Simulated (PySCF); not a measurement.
This PySCF input asks for the NMR shieldings of SMILES o1ccc(PCO)c1, C₅H₇O₂P; the geometry comes from GFN2-xTB.

```python
import basis_set_exchange as bse
import numpy as np
from pyscf import gto, dft
from pyscf.prop import nmr

atoms = """
O    -2.239519    0.752803   -0.420926
C    -2.066549   -0.600530   -0.729998
P    -0.852120   -1.480035    0.405629
C     0.543998   -0.351092    0.130614
C     1.499515   -0.429113   -0.924758
C     2.362438    0.599783   -0.724637
O     2.021902    1.302382    0.369533
C     0.924496    0.726637    0.882312
H    -1.386469    1.200954   -0.487329
H    -1.737483   -0.743571   -1.770604
H    -3.043335   -1.076365   -0.611465
H    -1.294068   -0.812164    1.552005
H     1.523066   -1.157888   -1.709124
H     3.227349    0.927004   -1.266841
H     0.512366    1.149185    1.778022
"""
names = dict.fromkeys(["O", "C", "P", "H"], "pcSseg-1")
basis = {el: gto.basis.parse(bse.get_basis(n, elements=[el], fmt="nwchem")) for el, n in names.items()}
mol = gto.M(atom=atoms, basis=basis, charge=0, verbose=0)
mf = dft.RKS(mol, xc="PBE0")
mf.grids.level = 2
mf.grids.alignment = dft.numint.BLKSIZE   # the property module wants whole blocks of grid points
mf.conv_tol = 1e-9
mf.kernel()

calc = nmr.RKS(mf)   # GIAO
C = mf.mo_coeff
Co = C[:, mf.mo_occ > 0]
resp = mf.gen_response(singlet=True, hermi=2)
def vind(x):   # induced exchange potential for any number of trial vectors
    d = np.einsum("pi,xij,qj->xpq", C, 2 * x.reshape(-1, C.shape[1], Co.shape[1]), Co, optimize=True)
    return np.einsum("xpq,pi,qj->xij", resp(d - d.transpose(0, 2, 1)), C, Co, optimize=True).ravel()
mo1, _ = nmr.rhf.solve_mo1(calc, with_cphf=vind)
sigma = calc.kernel(mo1)
for i, s in enumerate(sigma):   # ppm
    w = np.linalg.eigvalsh((s + s.T) / 2)
    print("%2d %-2s iso %8.1f  s11 %8.1f  s22 %8.1f  s33 %8.1f" % (i, mol.atom_pure_symbol(i), w.mean(), *w))
```

Question: Give the expected output.

Answer: 
```
 0 O  iso    293.2  s11    244.3  s22    306.2  s33    329.0
 1 C  iso    123.2  s11     98.5  s22    116.4  s33    154.6
 2 P  iso    401.8  s11    353.5  s22    358.3  s33    493.6
 3 C  iso     65.7  s11    -10.6  s22     43.6  s33    164.0
 4 C  iso     66.0  s11    -24.4  s22     66.8  s33    155.5
 5 C  iso     36.4  s11    -43.0  s22     45.6  s33    106.7
 6 O  iso     21.6  s11   -129.8  s22    -52.9  s33    247.5
 7 C  iso     35.9  s11    -43.7  s22     53.9  s33     97.5
 8 H  iso     30.3  s11     19.6  s22     30.5  s33     40.7
 9 H  iso     27.8  s11     23.1  s22     26.6  s33     33.8
10 H  iso     27.6  s11     22.9  s22     27.0  s33     32.9
11 H  iso     27.7  s11     23.6  s22     26.7  s33     32.8
12 H  iso     24.9  s11     22.5  s22     24.6  s33     27.7
13 H  iso     24.0  s11     21.2  s22     24.9  s33     26.0
14 H  iso     24.1  s11     21.0  s22     24.3  s33     27.1
```

These numbers come from an equivalent density-fitted implementation of the same equations, which agrees with the script to about 0.01 ppm for H and up to a few tenths of a ppm for heavy atoms, so last digits may differ.

Size and cost of the density-fitted run: 178 basis functions, 23 s wall time on 1 thread of an x86-64 server CPU, shared host.
